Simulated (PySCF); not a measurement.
**Correlation energy of Ta (tantalum, neutral)**

[Xe] 4f14 5d3 6s1 6p1, one real determinant (an excited configuration). Calculation: PySCF 2.14, in x2c-TZVPPall; the spin-free X2C one-electron Hamiltonian (Gaussian nucleus). Frozen: [Xe] 4f14; 5 electrons correlated.

```tsv
level	correlation energy (mhartree)
CCSD	-40.42
(T)	-1.77
CCSD(T)	-42.19
```

Diagnostics: T1 = 0.015, D1 = 0.0433, largest double amplitude 0.126.

The real determinant used has ⟨L²⟩ near 14 against 20 for a pure G term, so it mixes terms. Spin-orbit coupling, absent here, splits the open shell strongly.

Cost of the coupled-cluster step: roughly 5 core-seconds, for 5 correlated electrons.

Iterations:

```
CC2 = 0
CCSD nocc = (np.int64(5), np.int64(0)), nmo = (63, 63)
frozen orbitals [[0, 1, 2, 3, 4, 5, 6, 7, 8, 9, 10, 11, 12, 13, 14, 15, 16, 17, 18, 19, 20, 21, 22, 23, 24, 25, 26, 27, 28, 29, 30, 31, 32, 33], [0, 1, 2, 3, 4, 5, 6, 7, 8, 9, 10, 11, 12, 13, 14, 15, 16, 17, 18, 19, 20, 21, 22, 23, 24, 25, 26, 27, 28, 29, 30, 31, 32, 33]]
max_cycle = 100
direct = 0
conv_tol = 1e-08
conv_tol_normt = 1e-06
diis_space = 8
diis_start_cycle = 0
Init t2, MP2 energy = -0.0308106624230904
Init E_corr(UCCSD) = -0.0308106624348169
cycle = 1  E_corr(UCCSD) = -0.0365050252568024  dE = -0.00569436282  norm(t1,t2) = 0.0359415
cycle = 2  E_corr(UCCSD) = -0.0379205603897967  dE = -0.00141553513  norm(t1,t2) = 0.0188289
cycle = 3  E_corr(UCCSD) = -0.0389716412938025  dE = -0.0010510809  norm(t1,t2) = 0.0140803
cycle = 4  E_corr(UCCSD) = -0.0392342015890631  dE = -0.000262560295  norm(t1,t2) = 0.0107737
cycle = 5  E_corr(UCCSD) = -0.0400641110098045  dE = -0.000829909421  norm(t1,t2) = 0.00815813
cycle = 6  E_corr(UCCSD) = -0.0402231162388949  dE = -0.000159005229  norm(t1,t2) = 0.00406115
cycle = 7  E_corr(UCCSD) = -0.0404126773830394  dE = -0.000189561144  norm(t1,t2) = 0.00242398
cycle = 8  E_corr(UCCSD) = -0.0403146171350841  dE = 9.8060248e-05  norm(t1,t2) = 0.00150189
cycle = 9  E_corr(UCCSD) = -0.0404331423225484  dE = -0.000118525187  norm(t1,t2) = 0.00105728
cycle = 10  E_corr(UCCSD) = -0.0404035309882328  dE = 2.96113343e-05  norm(t1,t2) = 0.000574943
cycle = 11  E_corr(UCCSD) = -0.0404205694647997  dE = -1.70384766e-05  norm(t1,t2) = 0.00028915
cycle = 12  E_corr(UCCSD) = -0.0404196036722757  dE = 9.65792524e-07  norm(t1,t2) = 0.000147488
cycle = 13  E_corr(UCCSD) = -0.0404204357348412  dE = -8.32062566e-07  norm(t1,t2) = 5.36323e-05
cycle = 14  E_corr(UCCSD) = -0.0404202306962061  dE = 2.05038635e-07  norm(t1,t2) = 2.16585e-05
cycle = 15  E_corr(UCCSD) = -0.0404201632332361  dE = 6.74629699e-08  norm(t1,t2) = 5.51865e-06
cycle = 16  E_corr(UCCSD) = -0.0404201638006811  dE = -5.67444987e-10  norm(t1,t2) = 2.53143e-06
cycle = 17  E_corr(UCCSD) = -0.0404201506403729  dE = 1.31603082e-08  norm(t1,t2) = 9.23289e-07
cycle = 18  E_corr(UCCSD) = -0.0404201496271096  dE = 1.01326329e-09  norm(t1,t2) = 6.12648e-07
UCCSD converged
E(UCCSD) = -15600.00321491354  E_corr = -0.04042014962710961
UCCSD(T) correction = -0.0017686831840975
```

The basis was made for the ground configuration and has no added diffuse functions, which can raise the energy of the promoted electron.

The reference is one real determinant that mixes LS terms of this configuration.
